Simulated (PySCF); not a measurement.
C3H2O, SMILES C(=O)C#C.

The structure is a stationary point at B3LYP-D3(BJ)/def2-SVP.

The numbers are results of PBE/def2-TZVPD (PySCF), not measurements.

| Item | Value |
|---|---|
| total energy | -190.50142 hartree |
| point group | Cs |
| highest occupied level | -6.54 eV |
| lowest empty level | -3.31 eV |
| orbital gap | 3.23 eV |
| dipole moment | 0.596 e·Å |
| quadrupole, principal values (traceless, Buckingham form, about the centre of nuclear charge) | -4.63, -1.34, 5.97 D·Å |
| mean static polarisability | 40.9 bohr³ (6.06 Å³) |
| polarisability, principal values | 26.2, 34.2, 62.3 bohr³ |
